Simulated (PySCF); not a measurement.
Two species compared at the same levels of theory.

First species: C3H12N2Si2.
Numbering: `[CH2:1]=[CH:2][Si@H:3]([NH:4][CH3:5])[NH:6][SiH3:7]` (hydrogens: H8, H9 on C1; H10 on C2; H11 on Si3; H12 on N4; H13, H14, H15 on C5; H16 on N6; H17, H18, H19 on Si7)

Second species: C3H12N2Si2.
Z-matrix (Å and degrees, GFN2-xTB geometry), rows numbered from 1:
```
N 
Si  1  1.7268
N   2  1.7280  1  103.45
C   2  1.9006  1  105.87  3  -124.62
C   4  1.5492  2  114.84  1   176.26
Si  5  1.9072  4   90.92  2   135.93
C   4  1.5498  2  115.27  1   -69.11
H   1  1.0071  2  117.03  3   -50.69
H   1  1.0065  2  117.54  3   175.60
H   2  1.4733  1  117.35  3   113.97
H   3  1.0062  2  117.73  1  -174.35
H   3  1.0072  2  117.14  1   -40.35
H   4  1.0929  2  109.90  1    53.65
H   5  1.0887  4  113.94  2  -102.05
H   5  1.0898  4  112.16  2    19.79
H   6  1.4643  5  118.23  4  -125.12
H   6  1.4656  5  115.27  4   101.78
H   7  1.0884  4  113.86  2   102.24
H   7  1.0894  4  112.03  2   -19.63
```

Levels: CAM-B3LYP/def2-SVPD for dipole moment, HOMO energy, LUMO energy, HOMO–LUMO gap, static isotropic polarisability and electronic spatial extent ⟨r²⟩ about the centre of nuclear charge; TDDFT CAM-B3LYP/def2-SVPD for lowest singlet excitation; TDA CAM-B3LYP/def2-SVPD for lowest triplet excitation (Tamm–Dancoff); GFN2-xTB for rotational constant A and rotational constant C. Geometries: GFN2-xTB. Each species is one conformer at its optimised geometry, gas phase, non-relativistic unless stated; the electronic structure was computed with PySCF and density fitting.

The conformers computed, where there is a choice (atom-mapped SMILES and torsion angles):
- `[CH2:1]=[CH:2][Si@H:3]([NH:4][CH3:5])[NH:6][SiH3:7]`: C1–C2–Si3–N4 -175°, C2–Si3–N4–C5 -178°, C2–Si3–N6–Si7 -69°
- `[NH2:1][SiH:2]([NH2:3])[CH:4]1[CH2:5][SiH2:6][CH2:7]1`: N1–Si2–C4–C5 176°, H–N1–Si2–N3 -51°, H–N1–Si2–N3 176°, H–N3–Si2–N1 -174°, H–N3–Si2–N1 -40°

(1) Which has the higher HOMO energy?

(2) Which has the higher S1 energy?

(3) Which of the two has the higher dipole moment, and by how much?

(4) Which has the higher static isotropic polarisability?

(5) Which has the higher LUMO energy?

(6) Which of the two has the higher HOMO–LUMO gap, and by how much?

(7) Which has the higher T1 energy?

(8) Which has the higher ⟨r²⟩?

Answers

(1) The second: -8.15 eV against -8.27 eV, a difference of 0.12 eV.

(2) The second: 6.16 eV against 6.01 eV, a difference of 0.15 eV.

(3) The first: 1.34 D against 0.52 D, a difference of 0.82 D.

(4) The first: 102.3 au against 101.3 au, a difference of 1.0 au.

(5) The second: 0.93 eV against 0.72 eV, a difference of 0.21 eV.

(6) The second: 9.08 eV against 8.99 eV, a difference of 0.09 eV.

(7) The second: 5.91 eV against 4.30 eV, a difference of 1.61 eV.

(8) The first: 1482 bohr² against 1458 bohr², a difference of 24 bohr².

On the first: The vertical singlet–triplet gap S1 − T1 is 1.71 eV (TDDFT singlet less Tamm–Dancoff triplet; S1: HOMO−1→LUMO, weight 0.71; T1: HOMO−2→LUMO, weight 0.75).

On the second: The polarisability is 15.01 Å³ as a volume (1 au = 0.148185 Å³), or 1.41 au for each of the 72 electrons.
